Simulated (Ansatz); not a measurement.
`C/C=C\C[SiH3]` and `C=CC[SiH3]` differ in one atom or group.

Ansatz, PBE0-D4/def2-TZVP geometries, multiplicity 1. Each molecule was computed in one conformer, which needn't be the lowest.

```
                                          property  `C/C=C\C[SiH3]`
    size of the dipole moment (PBE/def2-TZVPP) / D             0.74
  size of the dipole moment (B3LYP/def2-TZVPP) / D             0.70
               HOMO–LUMO gap (PBE/def2-TZVPP) / eV             5.12
size of the dipole moment (ωB97M-V/def2-TZVPP) / D             0.70
                 LUMO energy (PBE/def2-TZVPP) / eV            -0.58
                LUMO energy (PBE0/def2-TZVPP) / eV             0.41
```

(1) Give the same properties after the change, and the shifts. (An estimate is asked.)

## Answers

(1) Computed: 
```csv
property,`C=CC[SiH3]`,shift
size of the dipole moment (PBE/def2-TZVPP) / D,0.59,-0.15
size of the dipole moment (B3LYP/def2-TZVPP) / D,0.57,-0.13
HOMO–LUMO gap (PBE/def2-TZVPP) / eV,5.23,0.11
size of the dipole moment (ωB97M-V/def2-TZVPP) / D,0.57,-0.13
LUMO energy (PBE/def2-TZVPP) / eV,-0.89,-0.31
LUMO energy (PBE0/def2-TZVPP) / eV,0.11,-0.30
```

With PBE0 the HOMO falls by 0.42 eV and the LUMO falls by 0.30 eV, so the gap widens by about 0.12 eV. PBE moves the HOMO by -0.41 eV and ωB97M-V by -0.45 eV. Dipoles are sizes alone; their direction can turn.

B3LYP here is the variant with VWN-RPA as its local correlation; programs differ in this.
